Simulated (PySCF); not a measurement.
trans-ethylamine (C2H7N), singlet, geometry from GFN2-xTB. Base run: PySCF with SVWN5/6-31G*.

Input for PySCF:
```python
from pyscf import gto, scf, dft

mol = gto.Mole()
mol.atom = '''
    C     1.213476   -0.334892   -0.000539
    C    -0.015114    0.579597   -0.000651
    N    -1.290446   -0.114699    0.001112
    H     2.125830    0.255879   -0.001908
    H     1.214788   -0.970561    0.883829
    H     1.213446   -0.972580   -0.883454
    H     0.006256    1.221171   -0.885941
    H     0.007600    1.223192    0.883138
    H    -1.361863   -0.710282    0.820130
    H    -1.363106   -0.712151   -0.816435
'''
mol.basis = '6-31g*'
mol.charge = 0
mol.spin = 0
mol.verbose = 5
mol.build()

mf = dft.RKS(mol)
mf.xc = 'lda,vwn'
mf.kernel()
mf.analyze()
```

Variants of this job, named by their change:

```csv
change,ΔE vs base (mEh),fitting functions,dipole (D)
base,0.000,-,1.37
auxbasis = def2-svp-ri,-6.179,242,1.37
auxbasis = default (with mf = mf.density_fit()),-0.141,371,1.37
auxbasis = even-tempered beta=2.0,-0.283,419,1.37
auxbasis = even-tempered beta=1.6,-0.154,625,1.37
auxbasis = even-tempered beta=3.0,-1.455,285,1.37
auxbasis = def2-tzvp-ri,-0.191,333,1.37
auxbasis = def2-universal-jkfit,-0.072,353,1.37
auxbasis = cc-pvtz-ri,-0.205,453,1.37
auxbasis = cc-pvtz-jkfit,-0.060,447,1.37
```

A fitting set is made for a task (jfit for Coulomb, jkfit for Coulomb and exchange, ri for correlation) and for a family of orbital bases.
